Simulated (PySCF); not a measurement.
PySCF input for BClHI, SMILES ClBI, TDDFT-LC-ωPBE/def2-SVPD. The structure is a stationary point at B3LYP-D3(BJ)/def2-TZVP. The def2 effective core potentials stand for the cores of I; spin–orbit coupling is left out.

```python
import numpy as np
from pyscf import gto, scf, dft, tdscf

mol = gto.M(
    atom='''
    B    -0.79159242    1.04191041    0.00000000
    Cl    0.20539244    2.46171441    0.00000000
    H    -1.96783395    1.14730446    0.00000000
    I     0.04592688   -0.90954720    0.00000000
    ''',
    basis='def2-SVPD',
    ecp={'I': 'def2-svp'},
    charge=0,
    spin=0,
    symmetry=True,
    max_memory=1600,
    verbose=4,
)
mf = dft.RKS(mol, xc='lc_wpbe').density_fit(auxbasis='def2-universal-jkfit')
mf.grids.level = 3
mf.conv_tol = 1e-9
mf.max_cycle = 100
mf.kernel()
mf.grids = dft.Grids(mol).set(level=1).build(with_non0tab=True)  # coarser grid for the response kernel
td = tdscf.TDDFT(mf)
td.singlet = True
td.nstates = 10
td.conv_tol = 1e-4
td.kernel(x0=td.get_init_guess(mf, 15))
td.analyze()
tt = tdscf.TDA(mf)
tt.singlet = False
tt.nstates = 4
tt.conv_tol = 1e-4
tt.kernel(x0=tt.get_init_guess(mf, 9))
tt.analyze(verbose=3)
```

It prints:

```
PySCF version 2.14.0

[INPUT] verbose = 4
[INPUT] num. atoms = 4
[INPUT] num. electrons = 48
[INPUT] charge = 0
[INPUT] spin (= nelec alpha-beta = 2S) = 0
[INPUT] symmetry True subgroup None
[INPUT] Mole.unit = angstrom
[INPUT] Symbol           X                Y                Z      unit          X                Y                Z       unit  Magmom
[INPUT]  1 B     -0.791592420000   1.041910410000   0.000000000000 AA   -1.495892876082   1.968925321233   0.000000000000 Bohr   0.0
[INPUT]  2 Cl     0.205392440000   2.461714410000   0.000000000000 AA    0.388135459656   4.651966031795   0.000000000000 Bohr   0.0
[INPUT]  3 H     -1.967833950000   1.147304460000   0.000000000000 AA   -3.718667224121   2.168091210892   0.000000000000 Bohr   0.0
[INPUT]  4 I      0.045926880000  -0.909547200000   0.000000000000 AA    0.086789224956  -1.718795105365   0.000000000000 Bohr   0.0

nuclear repulsion = 134.090528674208
point group symmetry = Cs
symmetry origin: [ 1.74053723e-09 -2.98377818e-09  0.00000000e+00]
symmetry axis x: [ 1.00000000e+00 -1.13042671e-09  0.00000000e+00]
symmetry axis y: [1.13042671e-09 1.00000000e+00 0.00000000e+00]
symmetry axis z: [0. 0. 1.]
num. orbitals of irrep A' = 63
num. orbitals of irrep A" = 27
number of shells = 36
number of NR pGTOs = 155
number of NR cGTOs = 90
basis = def2-SVPD
ecp = {'I': 'def2-svp'}


[settings echo left out]
init E= -751.739286301325
HOMO (A') = -0.730148890404649  LUMO (A') = -0.546319593683997  gap/eV = 5.00225
cycle= 1 E= -781.641982265082  delta_E= -29.9  |g|= 2.87  |ddm|= 9.74
HOMO (A') = -0.0241230325589986  LUMO (A') = 0.0214474272038592  gap/eV = 1.24004
cycle= 2 E= -781.446592001764  delta_E= 0.195  |g|= 2.43  |ddm|= 9.72
HOMO (A') = -0.321286150561207  LUMO (A') = 0.00677440024090655  gap/eV = 8.92698
cycle= 3 E= -783.012824062923  delta_E= -1.57  |g|= 0.543  |ddm|= 5.15
HOMO (A') = -0.380703076086348  LUMO (A") = -0.0611388444250194  gap/eV = 8.69579
cycle= 4 E= -783.122721764456  delta_E= -0.11  |g|= 0.15  |ddm|= 0.955
HOMO (A') = -0.373927684941811  LUMO (A") = 0.0013499472066778  gap/eV = 10.21182
cycle= 5 E= -783.131700952443  delta_E= -0.00898  |g|= 0.0494  |ddm|= 0.314
HOMO (A') = -0.383824927010696  LUMO (A") = -8.24888682862124e-05  gap/eV = 10.44216
cycle= 6 E= -783.132742279402  delta_E= -0.00104  |g|= 0.014  |ddm|= 0.0939
HOMO (A') = -0.385229947143471  LUMO (A") = 0.000311135428416875  gap/eV = 10.49111
cycle= 7 E= -783.132920888513  delta_E= -0.000179  |g|= 0.00492  |ddm|= 0.0418
HOMO (A') = -0.384606727206116  LUMO (A") = 0.000522461982523481  gap/eV = 10.47990
cycle= 8 E= -783.132957136259  delta_E= -3.62e-05  |g|= 0.00159  |ddm|= 0.0215
HOMO (A') = -0.384334648905568  LUMO (A") = 0.000609342181904893  gap/eV = 10.47486
cycle= 9 E= -783.132960411937  delta_E= -3.28e-06  |g|= 0.000457  |ddm|= 0.00669
HOMO (A') = -0.384328752004896  LUMO (A") = 0.000610538842295227  gap/eV = 10.47473
cycle= 10 E= -783.132960678426  delta_E= -2.66e-07  |g|= 0.000129  |ddm|= 0.00188
HOMO (A') = -0.384342622410174  LUMO (A") = 0.000610408537154328  gap/eV = 10.47511
cycle= 11 E= -783.132960696192  delta_E= -1.78e-08  |g|= 3.19e-05  |ddm|= 0.000415
HOMO (A') = -0.384335744162844  LUMO (A") = 0.000609483853506454  gap/eV = 10.47489
cycle= 12 E= -783.132960697582  delta_E= -1.39e-09  |g|= 9.23e-06  |ddm|= 0.000119
HOMO (A') = -0.384335181176241  LUMO (A") = 0.000609823658617614  gap/eV = 10.47489
cycle= 13 E= -783.132960697684  delta_E= -1.02e-10  |g|= 2.01e-06  |ddm|= 3.5e-05
HOMO (A') = -0.384335220508614  LUMO (A") = 0.00060984130255104  gap/eV = 10.47489
Extra cycle  E= -783.132960697684  delta_E= -4.55e-13  |g|= 8.33e-07  |ddm|= 5.44e-06
converged SCF energy = -783.132960697684
tot grids = 22000


******** <class 'pyscf.tdscf.rks.TDDFT'> for <class 'pyscf.df.df_jk.DFSymAdaptedRKS'> ********
nstates = 10 singlet
deg_eia_thresh = 1.000e-03
wfnsym = None
conv_tol = 0.0001
eigh lindep = 1e-12
eigh level_shift = 0
eigh max_cycle = 100


Excitation energies (eV)
[4.81430002 5.37243071 5.64032557 6.60780592 6.94665354 7.71292702
 7.72988423 7.89717042 8.13328774 8.42512144]

** Singlet excitation energies and oscillator strengths **
Excited State   1:   A"      4.81430 eV    257.53 nm  f=0.0000
      24 -> 25        0.69758
Excited State   2:   A"      5.37243 eV    230.78 nm  f=0.0000
      22 -> 25       -0.69405
Excited State   3:   A'      5.64033 eV    219.82 nm  f=0.1278
      23 -> 25        0.68759
Excited State   4:   A'      6.60781 eV    187.63 nm  f=0.0015
      24 -> 26        0.47759
      24 -> 27       -0.24709
      24 -> 30       -0.36724
      24 -> 32        0.20799
      24 -> 36        0.10210
Excited State   5:   A"      6.94665 eV    178.48 nm  f=0.0011
      23 -> 26        0.46643
      23 -> 27       -0.22952
      23 -> 30       -0.38696
      23 -> 32        0.24015
Excited State   6:   A'      7.71293 eV    160.75 nm  f=0.0816
      21 -> 25        0.15978
      24 -> 26       -0.37944
      24 -> 27       -0.42412
      24 -> 28       -0.11288
      24 -> 30       -0.25529
      24 -> 31        0.17148
      24 -> 32       -0.11305
      24 -> 36        0.12671
Excited State   7:   A"      7.72988 eV    160.40 nm  f=0.0001
      20 -> 25        0.69022
Excited State   8:   A'      7.89717 eV    157.00 nm  f=0.1477
      21 -> 25       -0.66250
      24 -> 26       -0.11644
Excited State   9:   A"      8.13329 eV    152.44 nm  f=0.1514
      23 -> 26        0.38201
      23 -> 27        0.45542
      23 -> 28        0.10656
      23 -> 30        0.23922
      23 -> 31       -0.17012
      23 -> 32        0.10863
      23 -> 36       -0.10142
Excited State  10:   A"      8.42512 eV    147.16 nm  f=0.0048
      19 -> 25       -0.68873

** Transition electric dipole moments (AU) **
state          X           Y           Z        Dip. S.      Osc.
  1        -0.0000      0.0000     -0.0034      0.0000      0.0000
  2         0.0000     -0.0000     -0.0167      0.0003      0.0000
  3         0.2124     -0.9380      0.0000      0.9249      0.1278
  4         0.0816      0.0484      0.0000      0.0090      0.0015
  5         0.0000      0.0000      0.0794      0.0063      0.0011
  6        -0.6004     -0.2672     -0.0000      0.4319      0.0816
  7        -0.0000      0.0000      0.0203      0.0004      0.0001
  8        -0.5480     -0.6803      0.0000      0.7632      0.1477
  9        -0.0000      0.0000      0.8717      0.7598      0.1514
 10        -0.0000     -0.0000      0.1529      0.0234      0.0048

WARN: ECP detected. Skipping calculation of transition velocity and magnetic dipole moments, which have not yet been implemented.



******** <class 'pyscf.tdscf.rks.TDA'> for <class 'pyscf.df.df_jk.DFSymAdaptedRKS'> ********
nstates = 4 triplet
deg_eia_thresh = 1.000e-03
wfnsym = None
conv_tol = 0.0001
eigh lindep = 1e-12
eigh level_shift = 0
eigh max_cycle = 100


Excitation energies (eV)
[4.59789803 4.70724669 4.98895458 5.97242809]

** Triplet excitation energies and oscillator strengths **
Excited State   1:   A"      4.59790 eV    269.65 nm  f=0.0000
Excited State   2:   A'      4.70725 eV    263.39 nm  f=0.0000
Excited State   3:   A"      4.98895 eV    248.52 nm  f=0.0000
Excited State   4:   A'      5.97243 eV    207.59 nm  f=0.0000
```

Self-consistency was reached.
